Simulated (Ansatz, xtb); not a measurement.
**AlH5MgOSi: which of two structures lies lower**

We compare a, `[MgH][AlH][O][SiH3]`, a singlet, with b, a singlet given by its coordinates. Both are isolated molecules in the gas phase, relaxed with B3LYP-D3(BJ)/def2-SVP; the shapes shown needn't be the lowest conformers.

a (Å):

```xyz
9

Al    1.3790   -0.2857   -0.2326
Mg    0.5824    1.9227   -1.6238
O     0.4537   -0.7078    1.1585
Si   -0.7030   -0.6778    2.3311
H     0.0734    3.3074   -2.4849
H     2.5952   -1.2902   -0.4889
H    -0.0796   -0.5348    3.6796
H    -1.6355    0.4770    2.1260
H    -1.5095   -1.9334    2.3049
```

b (Å):

```yaml
atoms:
  - { symbol: Al, position_ang: [-0.2514, -1.6322, 2.5324] }
  - { symbol: Mg, position_ang: [-1.9617, -0.8672, -0.2139] }
  - { symbol: O, position_ang: [-1.2453, -2.5852, -0.2140] }
  - { symbol: Si, position_ang: [-0.3438, -3.4381, 0.8633] }
  - { symbol: H, position_ang: [-2.8304, 0.4308, -0.8599] }
  - { symbol: H, position_ang: [-1.0042, -4.6890, 1.3602] }
  - { symbol: H, position_ang: [1.0005, -3.8529, 0.3447] }
  - { symbol: H, position_ang: [0.2684, -1.1505, 3.9548] }
  - { symbol: H, position_ang: [-1.1355, -0.4740, 1.7409] }
```

Close contacts (Å): Al1–Mg2 3.32, Al1–Si4 2.46, Mg2–O3 1.86, Mg2–Si4 3.22, O3–Si4 1.64, Al1–H8 1.59, Al1–H9 1.66, Mg2–H5 1.69, Mg2–H9 2.16, Si4–H6 1.50, Si4–H7 1.50.

Problem. Estimate E(b) − E(a) at the level CCSD(T)/def2-SVP + ΔMP2/def2-TZVPP.

Solution. Calculated at CCSD(T)/def2-SVP + ΔMP2/def2-TZVPP: E(b) − E(a) = +0.435 eV, so structure a lies lower.

The same difference at several levels:

```tsv
level	geometry	E(b) − E(a) (eV)	departure from the last row (eV)	job, with rough time for the two
B3LYP-D3(BJ)/def2-SVP	B3LYP-D3(BJ)/def2-SVP	+0.331	−0.104	optimisation, 38 s
HF/def2-SVP	B3LYP-D3(BJ)/def2-SVP	+0.663	+0.229	part of the CCSD(T) run
MP2/def2-SVP	B3LYP-D3(BJ)/def2-SVP	+0.381	−0.054	part of the CCSD(T) run
CCSD(T)/def2-SVP	B3LYP-D3(BJ)/def2-SVP	+0.413	−0.021	single point
CCSD(T)/def2-SVP + ΔMP2/def2-TZVPP	B3LYP-D3(BJ)/def2-SVP	+0.435		single point, 17 s
```

None of the levels shown reverses the order. The largest departure from CCSD(T)/def2-SVP + ΔMP2/def2-TZVPP is that of HF/def2-SVP, 0.229 eV. Levels run at GFN2-xTB geometries aren't shown. The last row adds to CCSD(T) the change of the MP2 difference between the two basis sets, here +0.021 eV.

With harmonic frequencies from B3LYP-D3(BJ)/def2-SVP (ideal gas, rigid rotor, one conformer each, 298.15 K, 1 atm): on the last row, ΔE + ΔZPE = +0.395 eV. A mode under 50 cm⁻¹ makes harmonic enthalpies and free energies unreliable, so none is given.

The correlated steps freeze 12 core orbitals; the last core shell of Mg is correlated, in a basis made for valence electrons. Programs: Ansatz 0.2.0; the last row on 2 threads of Arm Neoverse V2 on a shared host.
